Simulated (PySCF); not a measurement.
**Relaxation of triplet PtOF₂**

Computed with UPBE0 in PySCF with Pt def2-SVP with ECP60, O def2-SVP, F def2-SVP; scalar-relativistic core potentials, no spin–orbit coupling; density-fitted integrals. A (50,194) grid was used.

A hand-made T-shaped (ligand arrangement 2) start, of C2v symmetry, held to at least that symmetry:

```xyz
4
charge 0 multiplicity 3, angstrom
Pt    0.0000    0.0000   -0.1185
O     0.0000    0.0000    1.5715
F     1.8689    0.0000   -0.0532
F    -1.8689    0.0000   -0.0532
```

Optimiser trace:
```
step  E − E(last) (kJ/mol)  largest gradient (Eh/bohr)
   0                 54.40                     0.03517
   1                 16.28                     0.02073
   2                  3.18                     0.00994
   3                  0.06                     0.00199
   4                  0.00                     0.00016
   5                  0.00                     0.00002
```

It ends at C2v with Pt–F 1.891 Å (×2), Pt–O 1.726 Å; F–Pt–F 155.0°, F–Pt–O 102.5° (×2) (after a last refinement on a finer grid). A frequency run shows a minimum. Other isomers or separated fragments may lie lower.

Final geometry:
Coordinates in bohr (charge 0 multiplicity 3):
```
Pt    0.0000    0.0000   -0.0856
O     0.0000    0.0000    3.1755
F     3.4886    0.0000   -0.8593
F    -3.4886    0.0000   -0.8593
```

With open d or f shells other occupations or spin states may lie lower. Spin–orbit coupling, left out here, can matter for elements this heavy.

The relaxation took of the order of 28 core-seconds on a shared host.
